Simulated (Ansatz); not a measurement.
A CCSD(T) single point on C2H6AlFSi (`[CH3][Al]1[CH2][SiH]1F`).

```yaml
crystal:
  periodic: [false, false, false]
  atoms:
    - {symbol: C, position_ang: [-2.107224, 0.221401, 1.005779]}
    - {symbol: Al, position_ang: [-0.487858, -0.019917, -0.043411]}
    - {symbol: C, position_ang: [1.459090, -0.166997, 0.249375]}
    - {symbol: Si, position_ang: [1.220341, -0.219228, -1.604846]}
    - {symbol: F, position_ang: [2.047559, 0.786927, -2.549107]}
    - {symbol: H, position_ang: [-2.344270, -0.696248, 1.553200]}
    - {symbol: H, position_ang: [-1.958793, 1.011153, 1.749076]}
    - {symbol: H, position_ang: [-2.969111, 0.486511, 0.390752]}
    - {symbol: H, position_ang: [2.184997, -0.758240, 0.805407]}
    - {symbol: H, position_ang: [1.536957, 0.888334, 0.583983]}
    - {symbol: H, position_ang: [1.483711, -1.590696, -2.119606]}
basis:
  gaussian: {orbitals: def2-TZVPP}
correlation: {method: ccsd_t}
```

```sh
$ ansatz run in.yaml --threads 4 --pin off --events-out ev --progress --plain --max-ram 10444MiB
```

The program prints (abridged):

```
Functional definition: HF
1532 factors; integrals over basis functions are off by at most 9.8e-4 eV
mean field evaluation 1: about -19304.7972 eV, gradient 4.5e1 eV
mean field evaluation 2: about -19305.0213 eV, gradient 4.5e1 eV
mean field evaluation 4: about -19309.8661 eV, gradient 4.0e0 eV
mean field evaluation 8: about -19309.9600 eV, gradient 3.4e-1 eV
mean field evaluation 16: about -19309.9609 eV, gradient 2.6e-6 eV
mean field -19309.96086490 eV, -709.6279730236 hartree, gradient 2.6e-6 eV, S^2 0.000000; 0 other end points of the search recorded, 0 dependent functions left out
13 core orbitals not correlated: weight in the atoms' cores, before any rotation towards them, 1.000 or more for the frozen orbitals, at most 0.000 for the correlated occupied ones
reference -19309.96086490 eV, -709.6279730236 hartree; 14, 14 occupied and 234, 234 virtual orbitals, 1532 factors
second order -21.51931998 eV of doubles, -0.00000000 eV of singles
cycle   1  -22.05168742 eV  change   -5.3e-1 eV  update   1.0e-1
cycle   2  -22.56128898 eV  change   -5.1e-1 eV  update   3.2e-2
cycle   3  -22.67653695 eV  change   -1.2e-1 eV  update   1.6e-2
cycle   4  -22.66842076 eV  change    8.1e-3 eV  update   4.0e-3
cycle   5  -22.66568002 eV  change    2.7e-3 eV  update   1.9e-3
cycle   6  -22.66607935 eV  change   -4.0e-4 eV  update   7.3e-4
cycle   7  -22.66591384 eV  change    1.7e-4 eV  update   3.6e-4
cycle   8  -22.66578736 eV  change    1.3e-4 eV  update   1.6e-4
cycle   9  -22.66584843 eV  change   -6.1e-5 eV  update   7.5e-5
cycle  10  -22.66588064 eV  change   -3.2e-5 eV  update   2.9e-5
perturbative correction -0.87950526 eV, -0.0323212221 hartree
Total energy: -19333.50625080 eV, -710.4932499957 hartree
```

It took 2.6 min on 4 threads of an Arm Neoverse V1 on a shared host, with 5.9 GiB of host memory at the peak.

The correlation energy is -23.545 eV, 3.7 % of it from (T); the T1 diagnostic reads 0.0124.
